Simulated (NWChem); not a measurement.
All runs are NWChem calculations. System: HI, charge 0, spin multiplicity 1, displaced from the optimised geometry. Level: B3LYP/def2-SVP with def2 effective core potentials on I, VWN1-RPA local correlation, spin-restricted.

The NWChem input:

```
start mol
memory heap 200 mb stack 900 mb global 1100 mb
geometry units angstroms nocenter noautoz noautosym
  I      0.000000     0.000000     0.193517
  H      0.000000     0.000000    -1.602562
end
basis spherical
  * library def2-svp
end
ecp
  I library def2-ecp
end
dft
  xc b3lyp
  semidirect memsize 60000000 filesize 0
  iterations 100
end
task dft energy
```

Part of the output:

```
             Northwest Computational Chemistry Package (NWChem) 7.3.0
             --------------------------------------------------------

                                NWChem Input Module
                                -------------------

 Scaling coordinates for geometry "geometry" by  1.889725989
 (inverse scale =  0.529177249)

                             Geometry "geometry" -> ""
                             -------------------------

 Output coordinates in angstroms (scale by  1.889725989 to convert to a.u.)

  No.       Tag          Charge          X              Y              Z
 ---- ---------------- ---------- -------------- -------------- --------------
    1 I                   53.0000     0.00000000     0.00000000     0.19351700
    2 H                    1.0000     0.00000000     0.00000000    -1.60256200

 Effective nuclear repulsion energy (a.u.)      15.6153455371

            Nuclear Dipole moment (a.u.)
            ----------------------------
        X                 Y               Z
 ---------------- ---------------- ----------------
     0.0000000000     0.0000000000    16.3533844593


 Summary of "ao basis" -> "" (spherical)
 ------------------------------------------------------------------------------
       Tag                 Description            Shells   Functions and Types
 ---------------- ------------------------------  ------  ---------------------
 *                          def2-svp                  on all atoms

                                 NWChem DFT Module
                                 -----------------

 Summary of "ao basis" -> "ao basis" (spherical)
 ------------------------------------------------------------------------------
       Tag                 Description            Shells   Functions and Types
 ---------------- ------------------------------  ------  ---------------------
 I                          def2-svp                10       26   4s4p2d
 H                          def2-svp                 3        5   2s1p

 Summary of "ao basis" -> "ao basis" (spherical)
 ------------------------------------------------------------------------------
[...]
     5     -0.147859  1 I  px                 6      0.137369  1 I  py

 Vector   13  Occ=2.000000D+00  E=-2.757393D-01
              MO Center=  1.5D-10, -2.8D-10,  1.8D-01, r^2= 2.0D+00
   Bfn.  Coefficient  Atom+Function         Bfn.  Coefficient  Atom+Function
  ----- ------------  ---------------      ----- ------------  ---------------
    12      0.450575  1 I  py                11      0.418608  1 I  px
    15      0.404900  1 I  py                14      0.376174  1 I  px
     9     -0.182897  1 I  py                 8     -0.169921  1 I  px
     6     -0.147859  1 I  py                 5     -0.137369  1 I  px

 Vector   14  Occ=0.000000D+00  E=-7.375136D-02
              MO Center= -4.1D-10,  3.7D-10, -6.2D-01, r^2= 3.2D+00
   Bfn.  Coefficient  Atom+Function         Bfn.  Coefficient  Atom+Function
  ----- ------------  ---------------      ----- ------------  ---------------
    28      0.911729  2 H  s                 16      0.769799  1 I  pz
    13      0.417216  1 I  pz                27      0.376266  2 H  s
     4     -0.325339  1 I  s                  3     -0.261381  1 I  s
    10     -0.172195  1 I  pz                 7     -0.137509  1 I  pz
     2      0.101122  1 I  s                  1      0.097268  1 I  s

 Vector   15  Occ=0.000000D+00  E= 2.595501D-01
              MO Center= -1.3D-08,  1.2D-08, -9.5D-03, r^2= 3.1D+00
   Bfn.  Coefficient  Atom+Function         Bfn.  Coefficient  Atom+Function
  ----- ------------  ---------------      ----- ------------  ---------------
     3      2.080043  1 I  s                  4     -1.861989  1 I  s
     2     -0.370241  1 I  s                 27      0.371348  2 H  s
    24      0.349388  1 I  d  0               1     -0.293097  1 I  s
    28     -0.161182  2 H  s                 19     -0.155670  1 I  d  0
    16      0.097545  1 I  pz                13      0.044542  1 I  pz

 Vector   16  Occ=0.000000D+00  E= 3.225546D-01
              MO Center= -4.8D-09,  4.5D-09, -2.0D-01, r^2= 4.2D+00
   Bfn.  Coefficient  Atom+Function         Bfn.  Coefficient  Atom+Function
  ----- ------------  ---------------      ----- ------------  ---------------
     4      1.138982  1 I  s                  3     -0.981718  1 I  s
    28     -0.903262  2 H  s                 13     -0.873891  1 I  pz
    16      0.582031  1 I  pz                27      0.517669  2 H  s
    24      0.427802  1 I  d  0              10      0.177867  1 I  pz
     2      0.173111  1 I  s                 19     -0.168000  1 I  d  0

 center of mass
 --------------
 x =   0.00000000 y =   0.00000000 z =   0.33895105

 moments of inertia (a.u.)
 ------------------
          11.518559968799           0.000000000000           0.000000000000
           0.000000000000          11.518559968799           0.000000000000
           0.000000000000           0.000000000000           0.000000000000

     Multipole analysis of the density
     ---------------------------------

     L   x y z        total         alpha         beta         nuclear
     -   - - -        -----         -----         ----         -------
     0   0 0 0     -0.000000    -13.000000    -13.000000     26.000000

     1   1 0 0      0.000000      0.000000      0.000000      0.000000
     1   0 1 0     -0.000000     -0.000000     -0.000000      0.000000
     1   0 0 1     -0.217560     -3.165755     -3.165755      6.113950

     2   2 0 0    -21.325445    -10.662723    -10.662723      0.000000
     2   1 1 0      0.000000      0.000000      0.000000      0.000000
     2   1 0 1      0.000000      0.000000      0.000000      0.000000
     2   0 2 0    -21.325445    -10.662723    -10.662723      0.000000
     2   0 1 1     -0.000000     -0.000000     -0.000000      0.000000
     2   0 0 2    -17.610682    -15.062606    -15.062606     12.514530

 Task  times  cpu:        1.5s     wall:        1.5s

 Total times  cpu:        1.5s     wall:        1.5s
```
